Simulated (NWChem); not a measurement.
The numbers come from NWChem runs, not from measurements. System: C2H3F2, charge 0, spin multiplicity 2, at a geometry optimised with UPBE/def2-SVP. The structure started from a generated list of species. Its SCF solution wasn't tested for a lower state. Level: UHF/def2-TZVP.

Part of the output:

```
             Northwest Computational Chemistry Package (NWChem) 7.3.0
             --------------------------------------------------------

                                NWChem Input Module
                                -------------------

 Scaling coordinates for geometry "geometry" by  1.889725989
 (inverse scale =  0.529177249)

 Turning off AUTOSYM since
 SYMMETRY directive was detected!

                             Geometry "geometry" -> ""
                             -------------------------

 Output coordinates in angstroms (scale by  1.889725989 to convert to a.u.)

  No.       Tag          Charge          X              Y              Z
 ---- ---------------- ---------- -------------- -------------- --------------
    1 C                    6.0000    -1.38865700    -0.07963200     0.00000000
    2 C                    6.0000     0.08552900    -0.29482300     0.00000000
    3 F                    9.0000     0.72963900     0.12836700     1.10100700
    4 F                    9.0000     0.72963900     0.12836700    -1.10100700
    5 H                    1.0000    -1.63336500     1.00948000     0.00000000
    6 H                    1.0000    -1.84068600    -0.53667800     0.90031000
    7 H                    1.0000    -1.84068600    -0.53667800    -0.90031000

 Effective nuclear repulsion energy (a.u.)     122.4353710203

            Nuclear Dipole moment (a.u.)
            ----------------------------
        X                 Y               Z
 ---------------- ---------------- ----------------
    -0.0000056692     0.0000000000     0.0000000000

      Symmetry information
      --------------------

 Group name             Cs
 Group number              2
 Group order               2
 No. of unique centers     5

      Symmetry unique atoms

     1    2    3    5    6


 Summary of "ao basis" -> "" (spherical)
 ------------------------------------------------------------------------------
       Tag                 Description            Shells   Functions and Types
 ---------------- ------------------------------  ------  ---------------------
 *                         def2-tzvp                  on all atoms

 Summary of "ao basis" -> "ao basis" (spherical)
 ------------------------------------------------------------------------------
       Tag                 Description            Shells   Functions and Types
 ---------------- ------------------------------  ------  ---------------------
[...]
  ----- ------------  ---------------      ----- ------------  ---------------
   133      2.665501  6 H  s                139     -2.665501  7 H  s
    14     -1.977904  1 C  pz                45      0.442747  2 C  pz
   132     -0.380657  6 H  s                138      0.380657  7 H  s
     8     -0.202537  1 C  pz

 center of mass
 --------------
 x =   0.19560082 y =   0.00929163 z =   0.00000000

 moments of inertia (a.u.)
 ------------------
         182.286438468626         -17.425207611395           0.000000000000
         -17.425207611395         357.007290745758           0.000000000000
           0.000000000000           0.000000000000         198.656003394874

  Mulliken analysis of the total density
  --------------------------------------

    Atom       Charge   Shell Charges
 -----------   ------   -------------------------------------------------------
    1 C    6     6.28   0.85  1.12  0.47  0.69  0.04  1.25  1.42  0.37  0.02  0.05  0.00
    2 C    6     5.58   0.85  1.12  0.51  0.57  0.12  1.09  0.99  0.08  0.05  0.17  0.03
    3 F    9     9.26   0.77  1.20  0.60  1.01  0.34  2.24  2.27  0.82  0.00  0.02  0.00
    4 F    9     9.26   0.77  1.20  0.60  1.01  0.34  2.24  2.27  0.82  0.00  0.02  0.00
    5 H    1     0.88   0.26  0.48  0.12  0.02
    6 H    1     0.87   0.26  0.49  0.10  0.02
    7 H    1     0.87   0.26  0.49  0.10  0.02

  Mulliken analysis of the alpha density
  --------------------------------------

    Atom       Charge   Shell Charges
 -----------   ------   -------------------------------------------------------
    1 C    6     3.10   0.43  0.56  0.24  0.34  0.01  0.62  0.69  0.17  0.01  0.03  0.00
    2 C    6     3.28   0.43  0.56  0.29  0.33  0.09  0.72  0.67  0.06  0.03  0.09  0.01
    3 F    9     4.64   0.39  0.60  0.30  0.51  0.17  1.14  1.14  0.39  0.00  0.01  0.00
    4 F    9     4.64   0.39  0.60  0.30  0.51  0.17  1.14  1.14  0.39  0.00  0.01  0.00
    5 H    1     0.47   0.13  0.26  0.07  0.01
    6 H    1     0.44   0.13  0.24  0.05  0.01
    7 H    1     0.44   0.13  0.24  0.05  0.01

   Mulliken analysis of the beta density
   -------------------------------------

    Atom       Charge   Shell Charges
 -----------   ------   -------------------------------------------------------
    1 C    6     3.18   0.43  0.56  0.23  0.35  0.03  0.63  0.72  0.20  0.01  0.02  0.00
    2 C    6     2.30   0.43  0.56  0.22  0.24  0.02  0.36  0.32  0.02  0.03  0.08  0.01
    3 F    9     4.62   0.39  0.60  0.30  0.51  0.17  1.10  1.13  0.42  0.00  0.01  0.00
    4 F    9     4.62   0.39  0.60  0.30  0.51  0.17  1.10  1.13  0.42  0.00  0.01  0.00
    5 H    1     0.41   0.12  0.23  0.05  0.01
    6 H    1     0.43   0.13  0.24  0.05  0.01
    7 H    1     0.43   0.13  0.24  0.05  0.01

   Mulliken analysis of the spin density
   -------------------------------------

    Atom       Charge   Shell Charges
 -----------   ------   -------------------------------------------------------
    1 C    6    -0.08   0.00 -0.00  0.00 -0.01 -0.02 -0.01 -0.03 -0.02  0.00  0.01  0.00
    2 C    6     0.98   0.00 -0.00  0.07  0.09  0.07  0.36  0.34  0.04 -0.00  0.00 -0.00
    3 F    9     0.02   0.00 -0.00  0.00  0.00 -0.01  0.04  0.01 -0.03  0.00  0.00  0.00
    4 F    9     0.02   0.00 -0.00  0.00  0.00 -0.01  0.04  0.01 -0.03  0.00  0.00  0.00
    5 H    1     0.07   0.01  0.03  0.02 -0.00
    6 H    1     0.00   0.00  0.00 -0.00 -0.00
    7 H    1     0.00   0.00  0.00 -0.00 -0.00

       Multipole analysis of the density wrt the origin
       ------------------------------------------------

     L   x y z        total         alpha         beta         nuclear
     -   - - -        -----         -----         ----         -------
     0   0 0 0      0.000000    -17.000000    -16.000000     33.000000

     1   1 0 0     -0.888851     -0.560857     -0.327989     -0.000006
     1   0 1 0     -0.140080      0.445136     -0.585216      0.000000
     1   0 0 1      0.000000     -0.000000      0.000000      0.000000

     2   2 0 0    -16.020339    -63.326625    -62.114506    109.420793
     2   1 1 0     -0.088225     -4.164994     -4.940040      9.016809
     2   1 0 1     -0.000000      0.000000     -0.000000      0.000000
     2   0 2 0    -16.353379    -13.979778    -11.127254      8.753654
     2   0 1 1      0.000000     -0.000000      0.000000      0.000000
     2   0 0 2    -18.100238    -51.358438    -50.451160     83.709360

 Task  times  cpu:        6.2s     wall:        6.2s

 Total times  cpu:        6.3s     wall:        6.3s
```

Problem. Write an NWChem input that would produce this output.

Solution. One answer among several that fit: 
```
start mol
memory heap 200 mb stack 900 mb global 1100 mb
geometry units angstroms nocenter noautoz
  C     -1.388657    -0.079632     0.000000
  C      0.085529    -0.294823     0.000000
  F      0.729639     0.128367     1.101007
  F      0.729639     0.128367    -1.101007
  H     -1.633365     1.009480     0.000000
  H     -1.840686    -0.536678     0.900310
  H     -1.840686    -0.536678    -0.900310
  symmetry group Cs
end
basis spherical
  * library def2-tzvp
end
scf
  uhf
  nopen 1
  maxiter 100
  thresh 1e-7
  semidirect memsize 60000000 filesize 0
  # guess.movecs holds the orbitals of an unrestricted PBE0 run
  vectors input guess.movecs output mol.movecs
end
task scf energy
```
